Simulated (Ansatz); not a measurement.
Program: Ansatz. Geometries: PBE0-D4/def2-TZVP. ΔE: electronic, gas phase. CBS: MP2 limit from def2 TZ/QZ plus the TZ coupled-cluster correction, frozen cores. Functionals use def2-TZVPP. def2 core potentials past Kr. For Sn outer-core shells are correlated without core-valence functions, which leaves a few kJ/mol of doubt a bond. Each species was taken in one conformer, which may not be the lowest.

Reaction (formal exchange of groups at the Si–Sn bond): `[SiH3][SnH3]` + `OC(F)CF` → `OC(F)([SiH3])CF` + `[SnH4]`

`[SiH3][SnH3]`:

Z-matrix (Å, degrees):
```
Si
Sn 1 2.560
H 1 1.487 2 110.2
H 1 1.487 2 110.2 3 -120.0
H 1 1.487 2 110.2 3 120.0
H 2 1.708 1 110.8 3 179.5
H 2 1.708 1 110.8 3 -60.5
H 2 1.708 1 110.7 3 59.5
```

`OC(F)CF`:

Cartesian coordinates in Å:
```
O -0.489 -1.359 -0.620
C -0.313 -0.477 0.408
F -1.532 0.035 0.817
C 0.584 0.682 0.033
F 0.169 1.195 -1.181
H -0.665 -0.851 -1.421
H 0.104 -1.029 1.256
H 1.614 0.333 -0.078
H 0.529 1.472 0.784
```

`OC(F)([SiH3])CF`:

Z-matrix (Å, degrees):
```
C
F 1 1.404
Si 1 1.922 2 106.8
O 1 1.374 2 109.2 3 116.8
C 1 1.513 2 106.8 3 -122.5
H 3 1.485 1 108.3 2 -61.3
H 3 1.484 1 109.1 2 179.4
H 3 1.480 1 107.7 2 58.6
H 4 0.967 1 108.1 2 75.5
F 5 1.385 1 109.2 2 -73.1
H 5 1.094 1 110.3 2 168.7
H 5 1.091 1 110.7 2 46.3
```

`[SnH4]`:

Z-matrix (Å, degrees):
```
Sn
H 1 1.704
H 1 1.704 2 109.5
H 1 1.704 2 109.5 3 -120.0
H 1 1.704 2 109.5 3 120.0
```

| level | ΔE (kJ/mol) | difference from CCSD(T)/CBS |
| --- | --- | --- |
| PBE-D4 | 61.1 | 0.2 |
| ωB97X-V | 54.3 | -6.6 |
| r2SCAN | 58.8 | -2.1 |
| PBE0 | 66.9 | 6.0 |
| SCS-MP2/def2-TZVPP | 56.7 | -4.2 |
| CCSD(T)/def2-TZVPP | 57.0 | -3.9 |
| HF/def2-QZVPP | 63.3 | 2.4 |
| HF/CBS(def2) | 63.3 | 2.4 |
| MP2/CBS(def2) | 62.6 | 1.7 |
| CCSD/CBS(def2) | 62.7 | 1.8 |
| CCSD(T)/CBS | 60.9 | 0 |

Largest T1 diagnostic among the species: 0.013.

In def2-TZVPP, CCSD(T) changes the Hartree–Fock value by −6.4 kJ/mol (the triples alone add −1.8 kJ/mol) and MP2 by −4.7 kJ/mol. The D4 term adds −4.5 kJ/mol with B3LYP and −2.4 kJ/mol with PBE0; it sums over pairs of atoms, weighted by their polarisabilities, and B3LYP, whose exchange is more repulsive, gets the larger term.

B3LYP here is the variant with VWN-RPA as its local correlation; programs differ in this.
